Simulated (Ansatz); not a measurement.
Reaction (formal hydrolysis of a B–Al bond): `[BH2][AlH][BH]O` + H₂O → `OBO` + `[BH2][AlH2]`

Isolated molecules relaxed with PBE0-D4/def2-TZVP in Ansatz; ΔE leaves out vibrations. CCSD(T)/CBS is the MP2 limit (def2-TZVPP, def2-QZVPP) plus CCSD(T) − MP2 in def2-TZVPP, frozen cores. This one scheme is used for every species. Functionals use def2-TZVPP. B3LYP here is the variant with VWN-RPA as its local correlation; programs differ in this. One conformer a species, not always the lowest.

```
             level  ΔE (kcal/mol)  difference from CCSD(T)/CBS
           PBE0-D4          -40.4                          0.6
          B3LYP-D4          -42.5                         -1.5
           ωB97X-V          -42.5                         -1.5
            B2PLYP          -43.5                         -2.5
               PBE          -39.1                          1.9
            r2SCAN          -42.7                         -1.7
              PBE0          -40.7                          0.3
             B3LYP          -43.1                         -2.1
     HF/def2-TZVPP          -47.3                         -6.3
    MP2/def2-TZVPP          -43.5                         -2.5
SCS-MP2/def2-TZVPP          -43.6                         -2.6
   CCSD/def2-TZVPP          -42.5                         -1.5
CCSD(T)/def2-TZVPP          -41.9                         -0.9
     HF/def2-QZVPP          -47.3                         -6.3
     MP2/CBS(def2)          -42.6                         -1.6
    CCSD/CBS(def2)          -41.6                         -0.6
       CCSD(T)/CBS          -41.0                            0
```

Largest T1 diagnostic among the species: 0.014.

In def2-TZVPP, CCSD(T) changes the Hartree–Fock value by +5.4 kcal/mol (the triples alone add +0.6 kcal/mol) and MP2 by +3.9 kcal/mol. From PBE to PBE0 (25 % exact exchange), in def2-TZVPP and without D4, ΔE moves by −1.6 kcal/mol.
